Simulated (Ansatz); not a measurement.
Basis-set extrapolation for C4H6Cl2O4Si, SMILES `CC(=O)O[Si](Cl)(Cl)OC(C)=O` (PBE0-D4/def2-TZVP geometry, frozen core, Ansatz). Multiplicity 1, RHF reference.

```json
{"": "HF", "def2-TZVPP": "-1662.840208", "def2-QZVPP": "-1662.895728"}
{"": "MP2 correlation", "def2-TZVPP": "-2.048878", "def2-QZVPP": "-2.214716"}
{"": "CCSD(T) correlation", "def2-TZVPP": "-2.194741", "def2-QZVPP": "not run"}
```

Energies in hartree. Use E(X) = E(∞) + A·exp(−7.88·√X) for Hartree–Fock and E(X) = E(∞) + B·X^(−2.97) for correlation, with X = 3 and 4, and add CCSD(T) minus MP2 of the smaller set to the MP2 limit.

What is the CCSD(T) energy at the basis-set limit?

HF limit: -1662.895728 + (-0.055520) × 0.13774 = -1662.90338. MP2 limit: -2.214716 + (-0.165838) × 0.74074 = -2.33756. Higher-order term: -2.194741 − (-2.048878) = -0.14586. Total: -1665.38680 hartree, 220.8 kcal/mol below CCSD(T)/def2-TZVPP.
